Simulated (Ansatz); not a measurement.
`OCN[SiH2]S` + H–F → `OCN[SiH2]F` + H₂S  (ligand exchange at the Si–S bond)

Program: Ansatz. Geometries: PBE0-D4/def2-TZVP. ΔE: electronic, gas phase. CBS: MP2 limit from def2 TZ/QZ plus the TZ coupled-cluster correction, frozen cores. This one scheme is used for every species. Functionals use def2-TZVPP. Each species was taken in one conformer, which may not be the lowest.

Problem. Is it downhill or uphill in electronic energy at CCSD(T)/CBS, and by how much? (Best estimate.)

Solution. Ansatz gave: Downhill: ΔE = -19.9 kcal/mol.

Problem. What do these levels give: r2SCAN-D4, ωB97M-V, PBE0, SCS-MP2/def2-TZVPP, SCS-MP2/def2-QZVPP, MP2/CBS(def2)? (Best estimate.)

Solution. The calculation gave: r2SCAN-D4 -20.4, ωB97M-V -21.1, PBE0 -19.2, SCS-MP2/def2-TZVPP -21.9, SCS-MP2/def2-QZVPP -21.5, MP2/CBS(def2) -18.8 kcal/mol.

Largest T1 diagnostic among the species: 0.011.

The D4 term adds +2.6 kcal/mol with B3LYP and +1.4 kcal/mol with PBE0; it sums over pairs of atoms, weighted by their polarisabilities, and B3LYP, whose exchange is more repulsive, gets the larger term. In def2-TZVPP, CCSD(T) changes the Hartree–Fock value by +6.3 kcal/mol (the triples alone add +1.2 kcal/mol) and MP2 by +7.4 kcal/mol.

B3LYP here is the variant with VWN-RPA as its local correlation; programs differ in this.
